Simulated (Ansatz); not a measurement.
Start from `COC1(O)BC1` and change one atom or group to get `OC1([SiH2]F)BC1`.

Ansatz, PBE0-D4/def2-TZVP geometries, multiplicity 1. Each molecule was computed in one conformer, which needn't be the lowest.

```csv
property,`COC1(O)BC1`
HOMO energy (B3LYP/def2-TZVPP) / eV,-6.71
HOMO–LUMO gap (B3LYP/def2-TZVPP) / eV,4.88
size of the dipole moment (B3LYP/def2-TZVPP) / D,0.43
LUMO energy (PBE0/def2-TZVPP) / eV,-1.60
HOMO–LUMO gap (PBE0/def2-TZVPP) / eV,5.29
HOMO energy (PBE/def2-TZVPP) / eV,-5.58
```

Give the same properties after the change, and the shifts. (An estimate is asked.)

The calculation gave: 
| property | `OC1([SiH2]F)BC1` | shift |
| --- | --- | --- |
| HOMO energy (B3LYP/def2-TZVPP) / eV | -6.94 | -0.23 |
| HOMO–LUMO gap (B3LYP/def2-TZVPP) / eV | 4.80 | -0.08 |
| size of the dipole moment (B3LYP/def2-TZVPP) / D | 1.48 | 1.05 |
| LUMO energy (PBE0/def2-TZVPP) / eV | -1.93 | -0.33 |
| HOMO–LUMO gap (PBE0/def2-TZVPP) / eV | 5.21 | -0.08 |
| HOMO energy (PBE/def2-TZVPP) / eV | -5.79 | -0.21 |

With PBE0 the HOMO falls by 0.24 eV and the LUMO falls by 0.33 eV, so the gap narrows by about 0.09 eV. PBE moves the HOMO by -0.21 eV and ωB97M-V by -0.24 eV. Dipoles are sizes alone; their direction can turn.

B3LYP here is the variant with VWN-RPA as its local correlation; programs differ in this.
